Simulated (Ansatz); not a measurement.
Consider the formal exchange of groups at the Si–Cl bond: `CO[SiH](N)Cl` + `CO[SiH2]N` → `CO[Si@@H](N)[Si@@H](N)OC` + HCl.

Computed with Ansatz on PBE0-D4/def2-TZVP structures; ΔE is electronic, products minus reactants. CBS: MP2 limit from def2 TZ/QZ plus the TZ coupled-cluster correction, frozen cores. This one scheme is used for every species. DFT in def2-TZVPP. B3LYP here is the variant with VWN-RPA as its local correlation; programs differ in this. One conformer a species, not always the lowest.

`CO[SiH](N)Cl`:

Cartesian coordinates in Å:
```
C -0.017 -1.055 1.598
O 0.133 0.111 0.818
Si -0.176 0.188 -0.782
N 0.154 1.709 -1.440
Cl 1.036 -1.186 -1.722
H 0.707 -1.821 1.303
H -1.026 -1.473 1.508
H 0.157 -0.790 2.642
H -1.586 -0.179 -1.035
H -0.484 2.476 -1.305
H 1.100 2.021 -1.585
```

`CO[SiH2]N`:

Z-matrix (Å, degrees):
```
C
O 1 1.406
H 1 1.096 2 111.5
H 1 1.097 2 111.6 3 121.4
H 1 1.092 2 108.5 3 -119.3
Si 2 1.645 1 122.7 3 -65.4
N 6 1.706 2 116.5 1 62.3
H 6 1.489 2 109.1 1 -56.3
H 6 1.479 2 103.1 1 -177.3
H 7 1.005 6 122.3 2 -93.4
H 7 1.006 6 123.2 2 68.6
```

`CO[Si@@H](N)[Si@@H](N)OC`:

Cartesian coordinates in Å:
```
C 2.697 1.550 -0.194
O 1.431 1.827 0.357
Si 0.035 1.155 -0.220
N -1.347 1.882 0.484
Si -0.035 -1.155 0.220
N 1.347 -1.882 -0.484
O -1.431 -1.827 -0.357
C -2.697 -1.550 0.194
H 3.439 2.157 0.329
H 2.964 0.494 -0.079
H 2.734 1.805 -1.261
H -0.030 1.437 -1.688
H -1.595 2.827 0.233
H -1.562 1.707 1.453
H 0.030 -1.437 1.688
H 1.595 -2.827 -0.233
H 1.562 -1.707 -1.453
H -2.734 -1.805 1.261
H -2.964 -0.494 0.079
H -3.439 -2.157 -0.329
```

HCl:

```xyz
2

Cl    0.568   -0.033   -0.291
H    -0.568    0.033    0.291
```

```
             level  ΔE (kcal/mol)
            PBE-D4           27.7
          B3LYP-D4           31.2
           ωB97M-V           33.9
               PBE           29.5
             B3LYP           33.8
    MP2/def2-QZVPP           35.2
SCS-MP2/def2-QZVPP           35.4
      HF/CBS(def2)           39.6
```

What does CCSD(T)/CBS give? (An estimate is asked.)

Ansatz gave: +32.9 kcal/mol. The listed levels differ from it by -5.2, -1.7, 1.0, -3.4, 0.9, 2.3, 2.5, 6.7 kcal/mol.

Largest T1 diagnostic among the species: 0.012.

The D4 term adds −2.6 kcal/mol with B3LYP and −1.7 kcal/mol with PBE0; it sums over pairs of atoms, weighted by their polarisabilities, and B3LYP, whose exchange is more repulsive, gets the larger term. In def2-TZVPP, CCSD(T) changes the Hartree–Fock value by −7.4 kcal/mol (the triples alone add −1.0 kcal/mol) and MP2 by −4.8 kcal/mol. From PBE to PBE0 (25 % exact exchange), in def2-TZVPP and without D4, ΔE moves by +2.1 kcal/mol.
